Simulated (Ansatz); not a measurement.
The inner images of a band of AlH$_{6}$NO$_{2}$S (11 atoms, charge 0, multiplicity 1) are given out of order.

All numbers below come from Ansatz 0.2.0, RKS B3LYP/def2-mTZVP.

Initial state:

```xyz
11
Properties=species:S:1:pos:R:3
Al -0.077 -0.050 0.377
N -0.170 -0.431 2.122
H -1.021 -0.666 2.614
H 0.633 -0.688 2.680
O 1.531 -0.018 -0.234
H 1.715 -0.068 -1.176
O -1.451 -0.284 -0.641
H -1.974 -1.091 -0.625
S -0.408 2.539 0.263
H -1.518 2.639 1.029
H 0.420 2.837 1.291
```

Final state:

```xyz
11
Properties=species:S:1:pos:R:3
Al -0.176 0.438 0.187
N 0.075 0.128 2.170
H -0.741 -0.346 2.553
H 0.890 -0.467 2.313
O 1.358 -0.193 -0.299
H 1.831 0.127 -1.072
O -1.628 -0.498 0.097
H -2.034 -0.773 -0.729
S -0.382 2.649 -0.129
H -1.736 2.663 -0.083
H 0.220 0.991 2.691
```

Task: Put them in order from the first end to the last, with their energies above the first end.
A.
```xyz
11
Properties=species:S:1:pos:R:3
Al -0.089 0.021 0.304
N -0.041 0.059 2.163
H -0.820 -0.322 2.690
H 0.819 -0.186 2.644
O 1.437 -0.336 -0.381
H 1.718 -0.109 -1.271
O -1.632 -0.430 -0.286
H -1.805 -0.753 -1.174
S -0.207 2.544 0.603
H -1.560 2.583 0.612
H -0.142 1.646 1.797
```
B.
```xyz
11
Properties=species:S:1:pos:R:3
Al -0.107 0.178 0.204
N -0.033 0.191 2.163
H -0.807 -0.231 2.678
H 0.834 -0.098 2.616
O 1.422 -0.342 -0.378
H 1.725 -0.120 -1.263
O -1.626 -0.479 -0.249
H -1.816 -0.791 -1.139
S -0.229 2.545 0.448
H -1.578 2.577 0.578
H -0.107 1.289 2.043
```
C.
```xyz
11
Properties=species:S:1:pos:R:3
Al -0.160 0.402 0.159
N 0.030 0.165 2.156
H -0.738 -0.373 2.553
H 0.906 -0.295 2.400
O 1.365 -0.244 -0.325
H 1.796 -0.033 -1.157
O -1.624 -0.498 -0.017
H -1.951 -0.810 -0.865
S -0.321 2.641 -0.008
H -1.657 2.676 0.218
H 0.032 1.088 2.587
```
D.
```xyz
11
Properties=species:S:1:pos:R:3
Al -0.137 0.326 0.147
N -0.015 0.188 2.157
H -0.787 -0.282 2.626
H 0.862 -0.176 2.527
O 1.387 -0.299 -0.355
H 1.769 -0.118 -1.219
O -1.617 -0.501 -0.160
H -1.860 -0.820 -1.034
S -0.269 2.598 0.185
H -1.599 2.616 0.452
H -0.057 1.187 2.374
```
E.
```xyz
11
Properties=species:S:1:pos:R:3
Al -0.059 -0.055 0.417
N -0.024 -0.314 2.189
H -0.832 -0.613 2.718
H 0.820 -0.556 2.691
O 1.456 -0.290 -0.361
H 1.588 -0.106 -1.295
O -1.577 -0.167 -0.403
H -1.781 -0.889 -1.004
S -0.241 2.578 0.441
H -1.591 2.550 0.523
H -0.081 2.581 1.784
```
F.
```xyz
11
Properties=species:S:1:pos:R:3
Al -0.057 -0.048 0.398
N -0.084 -0.398 2.153
H -0.920 -0.631 2.670
H 0.734 -0.691 2.670
O 1.510 -0.186 -0.291
H 1.679 -0.108 -1.233
O -1.519 -0.155 -0.516
H -1.926 -0.991 -0.761
S -0.309 2.557 0.320
H -1.598 2.579 0.726
H 0.170 2.792 1.563
```
G.
```xyz
11
Properties=species:S:1:pos:R:3
Al -0.075 -0.082 0.387
N -0.027 -0.139 2.192
H -0.806 -0.511 2.722
H 0.834 -0.351 2.681
O 1.439 -0.323 -0.378
H 1.642 -0.092 -1.288
O -1.622 -0.362 -0.305
H -1.764 -0.748 -1.174
S -0.228 2.598 0.517
H -1.581 2.589 0.548
H -0.132 2.139 1.798
```

Result: F (+0.004 eV), E (+0.016 eV), G (+0.066 eV), A (+0.169 eV), B (-0.677 eV), D (-1.161 eV), C (-1.279 eV).

Time of the run: 9.6 min on 4 threads of Arm Neoverse V1, with other jobs on the host, peak memory 0.34 GiB.
